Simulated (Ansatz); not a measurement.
Reactions of `C[C]([AlH2])=C[SiH3]`.

Computed with Ansatz on PBE0-D4/def2-TZVP structures; ΔE is electronic, products minus reactants. CBS: MP2 limit from def2 TZ/QZ plus the TZ coupled-cluster correction, frozen cores. This one scheme is used for every species. Double bonds are as drawn, so ΔE can hold a change between cis and trans. Functionals use def2-TZVPP. Each species was taken in one conformer, which may not be the lowest.

```csv
reaction,ωB97X-V (kJ/mol),CCSD(T)/CBS(def2) (kJ/mol)
`C/[C]([AlH2])=C\[SiH3]` + `O[SiH2][AlH2]` → `[AlH2][SiH2]O[SiH3]` + `C=[C](C)[AlH2]`,-109,-109
`C/[C]([AlH2])=C\[SiH3]` + `[CH3][Al]([OH])[SiH3]` → `[CH3][Al]([SiH3])[O][SiH3]` + `C=[C](C)[AlH2]`,-114,-114
`C/[C]([AlH2])=C\[SiH3]` + `O[Si]O[SiH3]` → `[SiH3]O[Si]O[SiH3]` + `C=[C](C)[AlH2]`,-99,-100
`C/[C]([AlH2])=C\[SiH3]` + `N[SiH2]S` → `[SiH3]N[SiH2]S` + `C=[C](C)[AlH2]`,-64,-64
`C/[C]([AlH2])=C\[SiH3]` + `BN[SiH2]F` → `BN([SiH3])[SiH2]F` + `C=[C](C)[AlH2]`,-44,-46
`C/[C]([AlH2])=C\[SiH3]` + `OC1=CS1` → `[SiH3]OC1=CS1` + `C=[C](C)[AlH2]`,-97,-99
```

Largest T1 diagnostic: 0.014, for `O[Si]O[SiH3]`.
